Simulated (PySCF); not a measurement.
Isomers of [C4H6NOS]+ (charge +1), one GFN2-xTB conformer each. Single-point energies are computed at PBE0/pcSseg-1 (PySCF, gas phase, no added dispersion term), electronic only.

| SMILES | GFN2-xTB relative energy (kJ/mol) |
| --- | --- |
| OC[n+]1ccsc1 | 0.0 |
| SC[n+]1ccoc1 | 7.2 |

Conformers: `[OH:1][CH2:2][n+:3]1[cH:4][cH:5][s:6][cH:7]1` (charge +1) with H–O1–C2–N3 87°, O1–C2–N3–C4 39°; `[SH:1][CH2:2][n+:3]1[cH:4][cH:5][o:6][cH:7]1` (charge +1) with H–S1–C2–N3 87°, S1–C2–N3–C4 -93°.

**Question.** What does PBE0/pcSseg-1 give for the same structures?

**Answer.** 
| SMILES | PBE0/pcSseg-1 E (Eh) | PBE0/pcSseg-1 (kJ/mol) | GFN2-xTB (kJ/mol) | point group |
| --- | --- | --- | --- | --- |
| OC[n+]1ccsc1 | -683.42458 | 0.0 | 0.0 | C1 |
| SC[n+]1ccoc1 | -683.40435 | 53.1 | 7.2 | C1 |

Both levels put the same isomer lowest. As drawn, the lower has an O–H bond, which the higher lacks; the higher has an S–H bond, which the lower lacks.

**Question.** Which frontier levels and rotational constants go with these structures?

**Answer.** 
```csv
SMILES,"HOMO (eV, PBE0/pcSseg-1)",LUMO (eV),"A, B, C (MHz)"
OC[n+]1ccsc1,-13.02,-6.69,"6449, 1460, 1235"
SC[n+]1ccoc1,-11.69,-6.49,"5961, 1314, 1235"
```
